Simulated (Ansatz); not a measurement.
# A ladder of methods for SnTe (SMILES [Sn][Te])

SnTe has 2 atoms, charge 0, and is taken as a singlet. As SMILES, `[Sn][Te]`. Geometry: relaxed at PBE0-D4/def2-TZVP.

```jsonl
{"atom": "Sn", "x (Å)": "0.0000", "y (Å)": "0.0000", "z (Å)": "0.0094"}
{"atom": "Te", "x (Å)": "0.0000", "y (Å)": "0.0000", "z (Å)": "2.5273"}
```

Each level gives the energy change with the Sn1–Te2 bond stretched from 2.518 to 5.074 Å (eV). The values are calculated.

```tsv
level	kind	program	value (eV)	less FCI/STO-3G	CPU time (all runs)
HF/STO-3G (restricted)	Hartree–Fock	Ansatz	7.43	+2.36	2.1 s
revPBE/STO-3G (restricted)	GGA	Ansatz	6.95	+1.88	9.1 s
r2SCAN/STO-3G (restricted)	meta-GGA	Ansatz	7.56	+2.49	20 s
B3LYP/STO-3G (restricted)	global hybrid	Ansatz	7.81	+2.74	7.8 s
PBE0/STO-3G (restricted)	global hybrid	Ansatz	8.32	+3.25	9.6 s
wB97M-V/STO-3G (restricted)	range-separated hybrid	Ansatz	8.22	+3.15	24 s
RPA@PBE/STO-3G (restricted)	RPA	Ansatz	4.08	-0.99	10 s
MP2/STO-3G (restricted)	perturbation theory	Ansatz	8.28	+3.21	6.7 s
BCCD(T)/STO-3G (restricted)	coupled cluster or CI	Ansatz	7.85	+2.78	6 s
FCI/STO-3G	exact in the basis	Ansatz	5.07	0.00	13 s
```

FCI/STO-3G is exact within its basis and frozen core, so for wave-function methods in that basis the difference is their error; functionals converge differently with the basis, so for them it is only a difference. A spin-restricted reference rises too steeply as a bond breaks; here HF/STO-3G, revPBE/STO-3G, r2SCAN/STO-3G, B3LYP/STO-3G, PBE0/STO-3G, wB97M-V/STO-3G, MP2/STO-3G, BCCD(T)/STO-3G lie well above the multireference or unrestricted value. All-electron rows without a relativistic Hamiltonian named are non-relativistic. The first shape isn't each level's own minimum. The values span 4.08 to 8.32 eV. All rows use very small basis sets, so none should be taken for the real molecule's value. In the correlated wave-function rows the outer d shell of Sn, Te is correlated, in sets not made for it. In so small a basis fixed costs decide the times, and correlated methods can beat functionals. Times are those of the runs behind each value, whatever else they computed, on shared processors of several kinds: orders of magnitude only.
